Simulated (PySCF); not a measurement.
# Correlation energy of Ne⁺ (neon, charge +1)

[He] 2s2 2p5, 2P determinant. Calculation: PySCF 2.14, in def2-SVP; the non-relativistic Hamiltonian (point nucleus). Frozen: 1s2; 7 electrons correlated.

MP2 pair energies summed by pair of shells (mhartree):

```
 pair  energy  share (%)
2p-2p  -84.95       65.3
2s-2p  -38.21       29.4
2s-2s   -6.91        5.3
```

Total MP2 correlation energy: -130.06 mhartree.

Same-spin part -32.95 and opposite-spin part -97.11 mhartree; SCS-MP2 scales them by 1/3 and 6/5 to -127.52 mhartree.

```csv
level,correlation energy (mhartree)
CCSD,-140.70
(T),-1.06
CCSD(T),-141.76
```

Diagnostics: T1 = 0.0037, D1 = 0.0059, largest double amplitude 0.038.

Q: Is a single reference adequate?

A: Yes: T1 lies below 0.03 and no double amplitude reaches 0.07.
